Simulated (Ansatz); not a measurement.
Computed with Ansatz on PBE0-D4/def2-TZVP structures; ΔE is electronic, products minus reactants. CCSD(T)/CBS adds triple-zeta CCSD(T) − MP2 to the extrapolated MP2 energy (def2 sets, frozen cores). DFT in def2-TZVPP.

`[BH2][Al]([CH3])[CH3]` + `[CH2]1[NH][AlH]1` → `B[N]1[CH2][AlH]1` + `[CH3][AlH][CH3]`  (cleavage of the B–Al bond)

`[BH2][Al]([CH3])[CH3]`:

Z-matrix (Å, degrees):
```
C
Al 1 1.964
H 1 1.097 2 109.6
H 1 1.095 2 111.2 3 117.3
H 1 1.093 2 114.1 3 -120.2
C 2 1.964 1 118.3 3 -74.8
B 2 2.124 1 121.0 3 105.6
H 6 1.094 2 111.9 1 31.4
H 6 1.093 2 113.6 1 154.2
H 6 1.097 2 109.5 1 -86.6
H 7 1.202 2 123.3 1 -88.9
H 7 1.202 2 123.3 1 91.1
```

`[CH2]1[NH][AlH]1`:

Z-matrix (Å, degrees):
```
C
Al 1 1.919
N 1 1.507 2 58.8
H 1 1.093 2 122.8 3 101.9
H 1 1.093 2 122.8 3 -101.9
H 2 1.571 1 166.1 3 -180.0
H 3 1.005 1 121.0 2 180.0
```

`B[N]1[CH2][AlH]1`:

```xyz
9

B    -0.666    1.303    0.625
N     0.017    0.321   -0.082
C     0.034   -1.179    0.195
Al    1.029   -0.494   -1.275
H    -1.341    1.010    1.577
H    -0.570    2.446    0.268
H     0.492   -1.446    1.147
H    -0.938   -1.659    0.081
H     1.942   -0.302   -2.537
```

`[CH3][AlH][CH3]`:

Z-matrix (Å, degrees):
```
C
Al 1 1.954
H 1 1.092 2 113.4
H 1 1.095 2 111.1 3 121.8
H 1 1.096 2 110.4 3 -120.9
C 2 1.954 1 121.2 3 -176.1
H 2 1.595 1 120.2 3 4.5
H 6 1.096 2 110.5 1 -117.3
H 6 1.093 2 113.4 1 3.7
H 6 1.095 2 111.0 1 125.4
```

| level | ΔE (kcal/mol) | difference from CCSD(T)/CBS |
| --- | --- | --- |
| LDA (SPW92) | -43.3 | -2.4 |
| revPBE-D4 | -40.8 | 0.1 |
| PBE0-D4 | -41.0 | -0.1 |
| B2PLYP | -43.0 | -2.1 |
| PBE0 | -40.8 | 0.1 |
| r2SCAN0 | -42.3 | -1.4 |
| BHLYP | -42.9 | -2.0 |
| CAM-B3LYP | -43.3 | -2.4 |
| RPA@PBE/def2-TZVPP | -40.8 | 0.1 |
| HF/def2-QZVPP | -42.3 | -1.4 |
| CCSD(T)/CBS | -40.9 | 0 |

Largest T1 diagnostic among the species: 0.015.

At CCSD(T), def2-SVP lies −3.6 kcal/mol from the extrapolated value and def2-TZVPP −0.6 kcal/mol. Leaving LDA and LC-ωPBE aside and taking each functional with its dispersion term where it has one, the values, not all of them listed here, spread over 4.2 kcal/mol, from B97M-V to PBE-D4. LDA lies −2.8 kcal/mol from PBE without D4. From BLYP to BHLYP (50 % exact exchange), in def2-TZVPP and without D4, ΔE moves by −0.9 kcal/mol.
